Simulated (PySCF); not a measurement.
# One molecule, several mistakes: AlBCGeH5 cation

These are calculations, not measurements. They come from PySCF 2.14.0, an open-source quantum chemistry program, on an isolated molecule that a program drew, which may never have been made. The molecule is AlBCGeH5 cation (charge +1, singlet), drawn as the SMILES string `B=[CH][GeH2][AlH+]`.

Each row is a Hartree-Fock (HF) and frozen-core CCSD(T) single point in the cc-pV(D+d)Z basis, meant for a local HF minimum. Run 1 is clean. Each other run has one planted mistake out of seven kinds, and not every kind appears here: one electron removed, one electron added, multiplicity raised by two, geometry at a saddle point, minimal basis STO-3G, one bond length entered in bohr, all coordinates scaled. The reference is restricted for singlets and unrestricted otherwise, and also for a bond in bohr. Adding or removing an electron swaps singlet and doublet. Electrons count all cores. HOMO and LUMO are orbital energies over both spins, the gradient is its largest component, and the lowest frequency (negative if imaginary) is given only where the gradient is small. Bond lengths are over the 8 bonds as drawn. T1 is the CCSD diagnostic: over 0.02 (restricted) or 0.045 (unrestricted) a single reference is doubtful. Germanium has the cc-pVDZ-PP basis, with a core potential (ECP10MDF) in place of its 10 inner electrons, and its 3s, 3p and 3d shells are frozen in CCSD(T).

Geometry of the clean run:
```xyz
9
AlBCGeH5 cation, angstrom
B    -1.8464    1.3978    0.2518
C    -0.5486    1.1290    0.6655
Ge    0.9303    1.2121   -0.5331
Al    1.7284   -1.2405   -0.7883
H    -2.9304    1.6306   -0.1340
H    -0.3269    0.9621    1.7162
H     0.5796    1.5899   -1.9654
H     2.1694    1.9235   -0.0129
H     2.0935   -2.7580   -0.8805
```

```
run  electrons  basis functions  <S^2>  HOMO (eV)  LUMO (eV)  gradient (hartree/bohr)  lowest frequency (cm^-1)  mean bond (Å)  longest bond (Å)      T1  HF (hartree)  CCSD(T) (hartree)                     mistake
  1         60               99  0.000     -13.09      -4.17                  1.6e-05                        72         1.5941             2.592  0.0146    -600.45085         -600.85612                    no fault
  2         60               99  2.033      -9.85      -6.05                  4.7e-02                         -         1.5941             2.592  0.0634    -600.35721         -600.74874  multiplicity raised by two
  3         59               99  0.762     -19.60     -10.42                  6.7e-02                         -         1.5941             2.592  0.0266    -600.02300         -600.38240        one electron removed
  4         60               99  0.762     -12.85      -4.21                  2.4e-02                         -         1.7149             2.592  0.0607    -600.31829         -600.72071                           ?
```

**Which mistake was planted in run 4, and what did it cost?**

The mean bond changes by a factor of 1.076 and the longest by 1.000, so the molecule wasn't scaled as a whole. A length L in bohr read as angstrom grows by (1/0.5292 - 1) L = 0.890 L. The 8 bonds together grew by 8 x 0.1208 = 0.966 Å, which gives L = 1.086 Å. That is bond C2-H6, 1.087 Å in the clean geometry. So the mistake is: one bond length entered in bohr. Subtracting run 1 and multiplying by 627.51 kcal/mol a hartree, the energy moved by 83.2 kcal/mol in HF and 85.0 kcal/mol in CCSD(T).

Cautions from the logs. Run 2: T1 is over the limit, so its CCSD(T) energy is less reliable; run 4: T1 is over the limit, so its CCSD(T) energy is less reliable.
